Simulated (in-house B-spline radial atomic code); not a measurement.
# Functionals against NIST's ionisation energies along a row: Mg²⁺ to Ar²⁺

Ionisation energies as differences of self-consistent total energies from an all-electron radial atomic-structure program (B-spline basis): all electrons, radial basis limit, scalar-relativistic (one-electron X2C), spin-polarised at highest spin, spherical densities; exact exchange is averaged over the determinants of each configuration. No spin-orbit coupling, Breit or QED terms. NIST's values run from ground level to ground level, so in open shells the differences also hold multiplet and fine-structure energies that spherical high-spin averages miss. Columns give computed minus NIST, in eV; a star marks a semi-empirical value. Species are left out where the tabulated value is theory, is uncertain by more than 0.12 eV, or (13 ions, such as In⁴⁺, Te⁴⁺ and Bi⁴⁺) lies off its series for all methods alike, which flatters the means a little.

```
species  shell      NIST (eV)  Hartree-Fock  PBEsol   PBE0  LC-wPBE
   Mg²⁺     2p          80.14         -1.55   +0.18  +0.19    +0.44
   Al²⁺     3s          28.45         -0.36   +0.21  +0.29    +0.26
   Si²⁺     3s          33.49         -1.47   -0.21  -0.18    -0.19
    P²⁺     3p          30.20         -0.78   -0.16  -0.08    +0.13
    S²⁺     3p  34.86 ± 0.04*         -0.70   +0.02  +0.09    +0.24
   Cl²⁺     3p   39.80 ± 0.1*         -0.68   -0.24  -0.08    -0.03
   Ar²⁺     3p  40.73 ± 0.01*         -1.58   -0.28  -0.21    0.00
```

Task: How do the methods rank, and which species is hardest?

Result: Mean absolute (signed) differences: PBE0 0.16 (0.00) eV; LC-wPBE 0.18 (+0.12) eV; PBEsol 0.19 (-0.07) eV; Hartree-Fock 1.02 (-1.02) eV. For Al²⁺, which loses a 3s electron, the nearest method is off by +0.21 eV, the largest such miss. The first two are tied within the accuracy of the references. Hartree-Fock comes too low mainly by the correlation energy of the removed electron.
